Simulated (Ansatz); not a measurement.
Species: [Zr(F)(Br)3] (charge 0, multiplicity 1).

**Question.** Give a relaxed geometry from r2SCAN-D4/def2-SVP in Ansatz (a quantum-chemistry and plane-wave program).

**Answer.** the end point of this relaxation.
Z-matrix (Å, degrees):
```
Zr
F 1 1.8847
Br 1 2.4833 2 108.94
Br 1 2.4833 2 108.94 3 -120.01
Br 1 2.4833 2 108.94 4 -119.99
```
